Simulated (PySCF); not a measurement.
Isomers of C4H7NOSi, mass 113.030 u with the commonest isotopes. Computed with CAM-B3LYP/def2-SVPD in PySCF (dipole) on a GFN2-xTB geometry, gas phase. One conformer each, none proved a minimum here; rigid rotors.

Task: Order these by out-of-plane moment Σ m c² = (Ia + Ib − Ic)/2, smallest first.
A. `[CH3:1][O:2][SiH2:3]/[CH:4]=[CH:5]\[C:6]#[N:7]` with C1–O2–Si3–C4 180°, O2–Si3–C4–C5 180°
B. `[CH2:1]=[CH:2][CH2:3][O:4][SiH2:5][C:6]#[N:7]` with C1–C2–C3–O4 -1°, C2–C3–O4–Si5 157°, C3–O4–Si5–C6 62°
C. `[N:1]#[C:2][SiH2:3][O:4][CH:5]1[CH2:6][CH2:7]1` with C2–Si3–O4–C5 55°, Si3–O4–C5–C6 -53°
D. `C[Si@@H]1OC[C@@H]1C#N`
E. `c1(cc(co1)N)[SiH3]`
F. `[CH3:1][SiH2:2][c:3]1[cH:4][n:5][o:6][cH:7]1` with C1–Si2–C3–C4 48°

Result: E (3.13 u·Å²), A (4.47 u·Å²), B (14.35 u·Å²), F (17.02 u·Å²), C (26.98 u·Å²), D (29.74 u·Å²).

Task: Order these by rotational constant B, largest first.
A. `[N:1]#[C:2][SiH2:3][O:4][CH:5]1[CH2:6][CH2:7]1` with C2–Si3–O4–C5 55°, Si3–O4–C5–C6 -53°
B. `c1c(N)coc1[SiH3]`
C. `[CH3:1][SiH2:2][c:3]1[cH:4][n:5][o:6][cH:7]1` with C1–Si2–C3–C4 48°
D. `[CH3:1][O:2][SiH2:3]/[CH:4]=[CH:5]\[C:6]#[N:7]` with C1–O2–Si3–C4 180°, O2–Si3–C4–C5 180°
E. `C[Si@@H]1OC[C@@H]1C#N`

Result: E (1997 MHz), A (1676 MHz), C (1297 MHz), B (1258 MHz), D (978.3 MHz).

Task: Order these by radius of gyration √(Σ m r²/M), smallest first.
A. `[N:1]#[C:2][SiH2:3][O:4][CH:5]1[CH2:6][CH2:7]1` with C2–Si3–O4–C5 55°, Si3–O4–C5–C6 -53°
B. `[CH3:1][O:2][SiH2:3]/[CH:4]=[CH:5]\[C:6]#[N:7]` with C1–O2–Si3–C4 180°, O2–Si3–C4–C5 180°
C. `[CH3:1][SiH2:2][c:3]1[cH:4][n:5][o:6][cH:7]1` with C1–Si2–C3–C4 48°
D. `C[Si@@H]1OC[C@@H]1C#N`
E. `Nc1coc([SiH3])c1`

Result: D (1.851 Å), A (1.945 Å), C (2.023 Å), E (2.048 Å), B (2.273 Å).

```json
{"SMILES": "CO[SiH2]/C=C\\C#N", "point group": "Cs", "Ia (u·Å²)": "71.95", "Ib (u·Å²)": "516.58", "Ic (u·Å²)": "579.61", "κ": "-0.97", "μa (D)": "3.11", "μb (D)": "2.19", "μc (D)": "0.00"}
{"SMILES": "N#C[SiH2]OC1CC1", "point group": "C1", "Ia (u·Å²)": "152.95", "Ib (u·Å²)": "301.50", "Ic (u·Å²)": "400.50", "κ": "-0.59", "μa (D)": "2.45", "μb (D)": "2.03", "μc (D)": "0.80"}
{"SMILES": "Nc1coc([SiH3])c1", "point group": "–", "Ia (u·Å²)": "75.19", "Ib (u·Å²)": "401.89", "Ic (u·Å²)": "470.83", "κ": "-0.93", "μa (D)": "1.55", "μb (D)": "0.91", "μc (D)": "1.01"}
{"SMILES": "C[SiH2]c1cnoc1", "point group": "C1", "Ia (u·Å²)": "89.69", "Ib (u·Å²)": "389.78", "Ic (u·Å²)": "445.42", "κ": "-0.93", "μa (D)": "2.99", "μb (D)": "0.80", "μc (D)": "0.21"}
{"SMILES": "C=CCO[SiH2]C#N", "point group": "C1", "Ia (u·Å²)": "84.35", "Ib (u·Å²)": "518.27", "Ic (u·Å²)": "573.93", "κ": "-0.96", "μa (D)": "2.85", "μb (D)": "1.31", "μc (D)": "1.34"}
{"SMILES": "C[Si@@H]1OC[C@@H]1C#N", "point group": "C1", "Ia (u·Å²)": "164.06", "Ib (u·Å²)": "253.04", "Ic (u·Å²)": "357.62", "κ": "-0.30", "μa (D)": "2.84", "μb (D)": "0.58", "μc (D)": "1.86"}
```
